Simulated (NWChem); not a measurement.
Correlation energy of H₃ClSi

SMILES: [SiH3]Cl
```xyz
5

Si     0.9965     0.0279     0.0000
Cl    -1.0818    -0.0303     0.0000
H      1.4600     0.7444     1.2180
H      1.4600     0.7444    -1.2180
H      1.5191    -1.3644     0.0000
```
Charge 0, spin multiplicity 1.

All runs are NWChem calculations. All single points use one geometry, from B3LYP/def2-SVP, a minimum by its harmonic frequencies.

Basis set: cc-pVDZ. Each correlation energy counts from its own Hartree-Fock reference.

The correlated methods keep 10 core orbitals frozen. The structure started from a generated list of species. Coupled-cluster values serve here as a point of comparison, not as the truth.

Problem. For the correlation energy, RI-MP2 gives -239.4 mHa and MP2 gives -239.5 mHa. What do SCS-MP2, CR-CCSD[T], CR-CCSD(T) give?

Solution. SCS-MP2: -243.4 mHa; CR-CCSD[T]: -279.0 mHa; CR-CCSD(T): -279.0 mHa.
